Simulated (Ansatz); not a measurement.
Start from `C[O][Ge]([CH3])([Cl])[Se]C` and change one atom or group to get `C[Se][Ge]([CH3])([F])[Cl]`.

Ansatz, PBE0-D4/def2-TZVP geometries, multiplicity 1. Each molecule was computed in one conformer, which needn't be the lowest.

Scalar relativity is left out up to krypton.

```tsv
property	`C[O][Ge]([CH3])([Cl])[Se]C`
HOMO–LUMO gap (PBE/def2-TZVPP) / eV	4.17
LUMO energy (ωB97M-V/def2-TZVPP) / eV	1.30
size of the dipole moment (PBE/def2-TZVPP) / D	1.35
LUMO energy (PBE0/def2-TZVPP) / eV	-0.56
HOMO energy (PBE/def2-TZVPP) / eV	-5.60
HOMO–LUMO gap (PBE0/def2-TZVPP) / eV	6.21
```

Problem. Give the same properties after the change, and the shifts. (Estimate.)

Solution. Ansatz gave: 
```
                                      property  `C[Se][Ge]([CH3])([F])[Cl]`  shift
           HOMO–LUMO gap (PBE/def2-TZVPP) / eV                         4.13  -0.04
         LUMO energy (ωB97M-V/def2-TZVPP) / eV                         1.04  -0.26
size of the dipole moment (PBE/def2-TZVPP) / D                         3.39   2.04
            LUMO energy (PBE0/def2-TZVPP) / eV                        -0.83  -0.27
             HOMO energy (PBE/def2-TZVPP) / eV                        -5.83  -0.23
          HOMO–LUMO gap (PBE0/def2-TZVPP) / eV                         6.18  -0.03
```

Dipoles are sizes alone; their direction can turn.

Spin–orbit coupling is left out; it splits and shifts lone-pair levels of the heavy atoms by tenths of an eV.
